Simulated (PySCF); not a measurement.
CBr2Cl2, SMILES ClC(Cl)(Br)Br.

Geometry: ωB97X-D3(BJ)/def2-SVP.

These are B3LYP/def2-TZVP in PySCF values and carry that method's errors.

Symmetry labels are those of the subgroup C2v that the program uses (full group C2v).

Question: List the valence orbital energies around the gap with their symmetry. (Estimate from the structure and the level; the computed values follow.)

Answer: 
```csv
orbital,symmetry,energy (eV)
HOMO−7,A2,-10.08
HOMO−6,A1,-10.08
HOMO−5,B2,-9.38
HOMO−4,B1,-9.24
HOMO−3,A1,-9.10
HOMO−2,B2,-8.44
HOMO−1,A2,-8.25
HOMO,B1,-8.08
LUMO,A1,-2.32
LUMO+1,B1,-1.04
LUMO+2,A1,-0.53
LUMO+3,B2,-0.26
```
